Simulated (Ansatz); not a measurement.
Frontier orbitals of ClF2GeHO, SMILES `[OH][Ge]([F])([F])[Cl]`.

Cartesian coordinates in Å:
```
O 0.301 1.177 -0.731
Ge -0.082 -0.191 0.265
F -1.444 -1.027 -0.345
F 1.183 -1.341 0.233
Cl -0.438 0.441 2.225
H 0.481 0.940 -1.647
```

Charge 0, multiplicity 1. Correlated methods include outer-core shells of Ge, which these sets cover unevenly. Scalar relativity is left out up to krypton. Geometry: relaxed with PBE0-D4/def2-TZVP. It is one conformer, not always the lowest. Basis def2-TZVPP, the Gaussian-basis code of Ansatz.

```json
{"functional": "LDA (SPW92)", "HOMO (eV)": "-8.72", "LUMO (eV)": "-2.72", "gap (eV)": "6.00"}
{"functional": "PBE", "HOMO (eV)": "-8.51", "LUMO (eV)": "-2.37", "gap (eV)": "6.14"}
{"functional": "BLYP", "HOMO (eV)": "-8.38", "LUMO (eV)": "-2.35", "gap (eV)": "6.03"}
{"functional": "PBE0", "HOMO (eV)": "-10.18", "LUMO (eV)": "-1.29", "gap (eV)": "8.89"}
{"functional": "HSE06 (plane-wave form)", "HOMO (eV)": "-9.77", "LUMO (eV)": "-1.66", "gap (eV)": "8.11"}
{"functional": "ωB97X-V", "HOMO (eV)": "-12.68", "LUMO (eV)": "0.98", "gap (eV)": "13.66"}
{"functional": "ωB97M-V", "HOMO (eV)": "-12.52", "LUMO (eV)": "0.75", "gap (eV)": "13.27"}
```

A quarter of exact exchange (PBE0) shifts PBE's HOMO by −1.68 eV and its LUMO by +1.08 eV; full exchange at long range (ωB97M-V) shifts them by −4.01 and +3.12 eV. The gap opens from 6.14 to 13.27 eV, since occupied levels lose self-interaction and empty ones feel all the electrons. A positive LUMO is unbound and depends on the basis.
